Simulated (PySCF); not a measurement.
CH9BOSi2.
Z-matrix (Å and degrees, PBE0-D3(BJ)/def2-SVP geometry), rows numbered from 1:
```
B 
C   1  1.5552
O   2  1.4090  1  118.54
Si  3  1.6693  2  123.24  1    76.34
Si  4  2.3384  3  106.45  2  -176.61
H   1  1.2099  2  117.67  3   179.23
H   1  1.2084  2  122.49  3     0.98
H   2  1.1132  1  109.56  3   130.14
H   2  1.1125  1  104.57  3  -120.43
H   4  1.5016  3  110.20  2    62.33
H   4  1.5011  3  110.86  2   -55.51
H   5  1.4946  4  110.27  3    61.09
H   5  1.4966  4  109.49  3  -179.25
H   5  1.4947  4  110.32  3   -59.54
```

Level of theory: PySCF, PBE0-D3(BJ)/def2-SVP geometry optimisation, gas phase.

Take the most abundant isotopes and a rigid rotor. The values belong to one conformer with, in the numbering `[BH2:1][CH2:2][O:3][SiH2:4][SiH3:5]`, H–B1–C2–O3 179° and 1°, B1–C2–O3–Si4 76°, C2–O3–Si4–Si5 -177°.

Q: Give the principal moments of inertia and the rotational constants in GHz.

A: Ia = 57.60, Ib = 417.11, Ic = 424.66 u·Å²; 505379 MHz·u·Å²/I gives 8774, 1212 and 1190 MHz, that is A = 8.7741, B = 1.2116, C = 1.1901 GHz.

Q: Classify the top.

A: A near-prolate asymmetric top. Ray's parameter κ = (2B − A − C)/(A − C) = -0.994; −1 is the prolate and +1 the oblate limit.

Q: What does the inertial defect say?

A: Not planar: Δ = Ic − Ia − Ib = -50.05 u·Å². For a rigid frame Δ = −2 Σ m c², so Σ m c² = 25.02 u·Å² lies off the ab plane: 12.37 from hydrogen and 12.65 from heavier atoms. The atom farthest from that plane is 1.87 Å away.

Q: Give the other two planar moments, Paa and Pbb, and the rms extents of the mass along the axes.

A: Paa = Σ m a² = (Ib + Ic − Ia)/2 = 392.09 and Pbb = Σ m b² = (Ia + Ic − Ib)/2 = 32.57 u·Å². With the mass M = 104.03 u, the rms extents √(P/M) along a, b and c are 1.94, 0.56, 0.49 Å.

Q: Give the coordinates in the principal-axis frame, origin at the centre of mass.

A: The sense of each axis is arbitrary; atoms in the order of the calculation.
```json
{"atom": "B1", "mass (u)": "11.009", "a (Å)": "-3.017", "b (Å)": "0.117", "c (Å)": "-0.786"}
{"atom": "C2", "mass (u)": "12.000", "a (Å)": "-2.183", "b (Å)": "-0.394", "c (Å)": "0.424"}
{"atom": "O3", "mass (u)": "15.995", "a (Å)": "-0.796", "b (Å)": "-0.579", "c (Å)": "0.255"}
{"atom": "Si4", "mass (u)": "27.977", "a (Å)": "0.298", "b (Å)": "0.682", "c (Å)": "0.222"}
{"atom": "Si5", "mass (u)": "27.977", "a (Å)": "2.389", "b (Å)": "-0.269", "c (Å)": "-0.214"}
{"atom": "H6", "mass (u)": "1.008", "a (Å)": "-4.208", "b (Å)": "0.256", "c (Å)": "-0.628"}
{"atom": "H7", "mass (u)": "1.008", "a (Å)": "-2.523", "b (Å)": "0.342", "c (Å)": "-1.865"}
{"atom": "H8", "mass (u)": "1.008", "a (Å)": "-2.414", "b (Å)": "0.222", "c (Å)": "1.322"}
{"atom": "H9", "mass (u)": "1.008", "a (Å)": "-2.634", "b (Å)": "-1.378", "c (Å)": "0.680"}
{"atom": "H10", "mass (u)": "1.008", "a (Å)": "0.288", "b (Å)": "1.412", "c (Å)": "1.534"}
{"atom": "H11", "mass (u)": "1.008", "a (Å)": "-0.074", "b (Å)": "1.684", "c (Å)": "-0.832"}
{"atom": "H12", "mass (u)": "1.008", "a (Å)": "2.378", "b (Å)": "-0.960", "c (Å)": "-1.539"}
{"atom": "H13", "mass (u)": "1.008", "a (Å)": "3.430", "b (Å)": "0.807", "c (Å)": "-0.241"}
{"atom": "H14", "mass (u)": "1.008", "a (Å)": "2.743", "b (Å)": "-1.255", "c (Å)": "0.851"}
```

Q: List the rotational levels J(Ka,Kc) to J = 2 (MHz).

A: Above 0(0,0):
J = 1: 1(0,1) 2402, 1(1,1) 9964, 1(1,0) 9986
J = 2: 2(0,2) 7205, 2(1,2) 14746, 2(1,1) 14811, 2(2,1) 37498, 2(2,0) 37498
The levels of one J sum to (2J + 1)J(J + 1)(A + B + C)/3.

Q: Which lines would a microwave search look for?

A: The dipole components are |μa| = 0.76 D, |μb| = 0.30 D, |μc| = 0.51 D. The squared components, which scale the intensities, stand as 1.00 : 0.16 : 0.46 (a : b : c). Some of the stronger lines:

| type | branch | J(Ka,Kc) | MHz | lower level (cm⁻¹) |
| --- | --- | --- | --- | --- |
| a | R | 1(0,1) ← 0(0,0) | 2402 | 0.000 |
| a | R | 2(1,2) ← 1(1,1) | 4782 | 0.332 |
| a | R | 2(1,1) ← 1(1,0) | 4825 | 0.333 |
| a | R | 3(0,3) ← 2(0,2) | 7205 | 0.240 |
| a | R | 3(2,2) ← 2(2,1) | 7205 | 1.251 |
| b | Q | 3(1,2) ← 3(0,3) | 7638 | 0.481 |
| b | R | 1(1,1) ← 0(0,0) | 9964 | 0.000 |
| b | R | 3(1,3) ← 2(0,2) | 14714 | 0.240 |
| b | Q | 3(2,1) ← 3(1,2) | 22656 | 0.735 |
| c | Q | 2(2,1) ← 2(1,1) | 22688 | 0.494 |
| b | Q | 2(2,1) ← 2(1,2) | 22752 | 0.492 |
| b | Q | 3(2,2) ← 3(1,3) | 22785 | 0.731 |
| c | R | 2(2,1) ← 1(1,1) | 27534 | 0.332 |
| b | R | 3(2,2) ← 2(1,1) | 29893 | 0.494 |
| c | R | 3(2,1) ← 2(1,1) | 29893 | 0.494 |
| c | R | 3(2,2) ← 2(1,2) | 29957 | 0.492 |
| c | Q | 3(3,1) ← 3(2,1) | 37866 | 1.491 |
| b | Q | 3(3,0) ← 3(2,1) | 37866 | 1.491 |
| b | Q | 3(3,1) ← 3(2,2) | 37866 | 1.491 |
| b | R | 3(3,1) ← 2(2,0) | 45071 | 1.251 |
| c | R | 3(3,1) ← 2(2,1) | 45072 | 1.251 |

PBE0-D3(BJ)/def2-SVP frequencies: not computed here. Constants of a rigid frame at the computed geometry: no zero-point averaging, no centrifugal distortion. A rigid rotor knows nothing of internal rotation, which can split or shift real lines. Quadrupole hyperfine structure (11B) is left out.
